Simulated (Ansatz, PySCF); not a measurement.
BBr₂H₂N, SMILES NB(Br)Br. Atoms are numbered in the order given.

```xyz
6

B      0.0000     0.0000    -0.6350
Br     0.0000     1.6769     0.3326
Br     0.0000    -1.6769     0.3326
N      0.0000     0.0000    -2.0211
H      0.0000    -0.8554    -2.5646
H      0.0000     0.8554    -2.5646
```

Geometry optimised at B3LYP-D3(BJ)/def2-SVP. One conformer was computed; it need not be the lowest.

Two levels are set side by side: PBE-D3(BJ)/def2-SVP (Ansatz, an electronic-structure program) and B3LYP-D3(BJ)/def2-SVP (Ansatz). Each level has its own optimised geometry; the coordinates shown are those of the second. Frequencies come from the Hessian of PySCF at each geometry. Differences are taken from unrounded values.

```json
[
 {"quantity": "mean bond length (Å)", "B3LYP-D3(BJ)": "1.457"},
 {"quantity": "bond B1–Br2 (Å)", "B3LYP-D3(BJ)": "1.936"},
 {"quantity": "bond B1–Br3 (Å)", "B3LYP-D3(BJ)": "1.936"},
 {"quantity": "bond B1–N4 (Å)", "B3LYP-D3(BJ)": "1.386"},
 {"quantity": "bond N4–H5 (Å)", "B3LYP-D3(BJ)": "1.014"},
 {"quantity": "bond N4–H6 (Å)", "B3LYP-D3(BJ)": "1.014"},
 {"quantity": "highest harmonic wavenumber (cm⁻¹)", "B3LYP-D3(BJ)": "3692"},
 {"quantity": "mean harmonic wavenumber (cm⁻¹)", "B3LYP-D3(BJ)": "1196"},
 {"quantity": "zero-point energy (kcal/mol)", "B3LYP-D3(BJ)": "20.52"}
]
```

**Question.** What does PBE-D3(BJ) give, and how far is it from B3LYP-D3(BJ)? (The exact figures need the calculation; the answer reports its results.)

**Answer.** 
| quantity | PBE-D3(BJ) | PBE-D3(BJ) minus B3LYP-D3(BJ) |
|---|---|---|
| mean bond length (Å) | 1.461 | 0.004 |
| bond B1–Br2 (Å) | 1.935 | -0.001 |
| bond B1–Br3 (Å) | 1.935 | -0.001 |
| bond B1–N4 (Å) | 1.395 | 0.009 |
| bond N4–H5 (Å) | 1.020 | 0.007 |
| bond N4–H6 (Å) | 1.020 | 0.007 |
| highest harmonic wavenumber (cm⁻¹) | 3621 | -71 |
| mean harmonic wavenumber (cm⁻¹) | 1166 | -30 |
| zero-point energy (kcal/mol) | 20.01 | -0.51 |
